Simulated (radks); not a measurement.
Ar3+, 15 electrons, occupied as [Ne] 3s2 3p3.

Calculated with a radial shooting solver on a logarithmic mesh with Libxc functionals: scalar-relativistic Kohn-Sham, Slater X-alpha with alpha = 0.667, spin-polarised, spherical densities, finite nucleus; open shells are filled with parallel spins first; Fermi nuclear charge, rms radius 3.4274 fm.

Energy parts (hartree):
| part | energy |
|---|---|
| total | -523.48131 |
| kinetic | 526.82260 |
| electron-nucleus | -1227.80899 |
| Hartree | 204.33072 |
| exchange | -26.82565 |

Orbitals (lengths in bohr, moments of r in powers of bohr):
orbital  occ.  eigenvalue (hartree)      <r>      <r^4>
1s up       1             -116.0340  0.08595  0.0002546
1s down     1             -116.0017  0.08594  0.0002544
2s up       1             -12.56763   0.4153    0.07522
2s down     1             -12.53049   0.4146    0.07420
2p up       3             -10.14936   0.3768    0.06600
2p down     3             -10.10428   0.3761    0.06488
3s up       1              -2.42096    1.291      5.706
3s down     1              -2.22350    1.302      6.051
3p up       3              -1.85108    1.392      8.308
3p down     0              -1.66092    1.418      9.275

The highest occupied level is 3p up at -50.370 eV. For comparison, the ionisation energy in NIST's Atomic Spectra Database is 59.6 eV (semi-empirical). In exact Kohn-Sham theory the highest level is minus the ionisation energy, but local and semilocal functionals leave it too shallow, through self-interaction and a potential that decays too fast; potentials with the right tail come closer. Summed over all electrons, <r^2> = 12.09 bohr^2, which gives a Langevin (diamagnetic) susceptibility term of -9.58 x 10^-6 cm^3/mol. The electron density at the nucleus is 4327 e/bohr^3 (large components only). The spin density at the nucleus is -0.5132 e/bohr^3 (1s -0.5834, 2s -0.1444, 3s 0.2145). Spin moment in Bohr magnetons: 3.
